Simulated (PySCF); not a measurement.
Distances in Å between the heavy atoms of a computed structure (GFN2-xTB; lower triangle, same order across):
```
C1    0.00
C2    1.34  0.00
C3    2.46  1.51  0.00
C4    2.45  1.44  2.50  0.00
C5    3.78  2.57  3.00  1.41  0.00
N6    4.69  3.65  4.30  2.26  1.32  0.00
N7    4.37  3.65  4.71  2.26  2.17  1.35  0.00
C8    3.09  2.58  3.87  1.41  2.18  2.17  1.32  0.00
```

Hydrogens: 2 on C1, 3 on C3, 1 on C5, 1 on C8.

Charge -1, singlet.

Read off the bonds between heavy atoms and their formal orders.

C1–C2 (double); C2–C3 (single); C2–C4 (single); C4–C5 (aromatic); C5–N6 (aromatic); N6–N7 (aromatic); N7–C8 (aromatic); C4–C8 (aromatic). The orders are those of one drawing; other resonance forms can be drawn.

Give the structure as a SMILES string.

`C=C(C)c1cn[n-]c1`, [C6H7N2]-. Among its features: C=C double bond and pyridine-type ring nitrogen.

Which rings does it hold (smallest set)?

C4–C5–N6–N7–C8 (5 members, 0.00 Å rms from planarity).

Classify the heavy atoms.

C1: terminal =CH2 carbon; C2: fully substituted alkene carbon; C3: allylic carbon; C4: substituted aromatic carbon; C5: aromatic CH next to a ring nitrogen; N6: ring nitrogen; N7: two-coordinate ring nitrogen; C8: aromatic CH next to a ring nitrogen.

Shape of the structure used: `[CH2:1]=[C:2]([CH3:3])[c:4]1[cH:5][n:6][n-:7][cH:8]1`: C1–C2–C4–C5 180°.
